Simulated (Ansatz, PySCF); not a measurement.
H4BClO2Si (SMILES OB(O)[SiH2]Cl), singlet, at a GFN2-xTB geometry. Base run: CASSCF(4,5)/6-31G in PySCF.

PySCF was given this input:
```python
from pyscf import gto, scf, mcscf
import numpy

mol = gto.M(
    atom='''
Si   -0.82331107   -0.53701214   -0.18186618
Cl   -1.43052452    1.40446102    0.02250962
B     1.15245682   -0.59923392    0.05893940
O     1.88461641   -1.73755811   -0.01333124
O     1.88844685    0.50473775    0.31186821
H    -1.33451043   -0.97426488   -1.48952425
H    -1.62220100   -1.30376126    0.78578821
H     1.43265036   -2.55934554   -0.18948391
H     1.42254267    1.33843686    0.37369031
''',
    basis='6-31g',
    verbose=4,
)

mf = scf.RHF(mol)
mf.kernel()
mc = mcscf.CASSCF(mf, 5, 4)
mc.fix_spin_(ss=0.0)
mc.kernel()
occ = numpy.linalg.eigvalsh(mc.fcisolver.make_rdm1(mc.ci, mc.ncas, mc.nelecas))[::-1]
ss = mc.fcisolver.spin_square(mc.ci, mc.ncas, mc.nelecas)[0]
print('natural occupations', occ.round(4), ' <S^2>', round(ss, 4))
```

Programs used: Ansatz (a program for electronic structure), PySCF; a row that names a program was run with it.

Variants of this job, named by their change:

```tsv
change	ΔE vs base (kcal/mol)	natural occupations	<S^2> of the state	outcome
base	0.000	1.98 1.98 0.02 0.01 0.00	0.00	converged
start = MP2 natural orbitals	-13.84	1.98 1.98 0.02 0.02 0.00	0.00	converged
correction = SC-NEVPT2	-233.2	1.98 1.98 0.02 0.01 0.00	0.00	converged
fix_spin_ = off	0.000	1.98 1.98 0.02 0.01 0.00	0.00	converged
active space = 4 electrons, 6 orbitals	-1.39	1.98 1.97 0.02 0.01 0.00 0.00	0.00	converged
solver = newton	-2.64	1.98 1.97 0.02 0.02 0.00	0.00	converged
active space = 8 electrons, 6 orbitals	-	-	-	not converged
conv_tol = 1e-5	0.001	1.98 1.98 0.02 0.01 0.00	0.00	converged
orbitals = fixed (CASCI)	16.72	2.00 2.00 0.00 0.00 0.00	0.00	converged
code = ansatz; correction = SC-NEVPT2, all electrons	-234.1	-	-	converged
code = ansatz	-15.88	-	-	converged
```

Active orbitals are taken around the Fermi level unless the row says otherwise; CASSCF can end in different local minima, and two programs can end on different orbitals. State-averaged rows give the lowest state.

Ansatz warned in this series: other orbitals give a lower active-space energy.
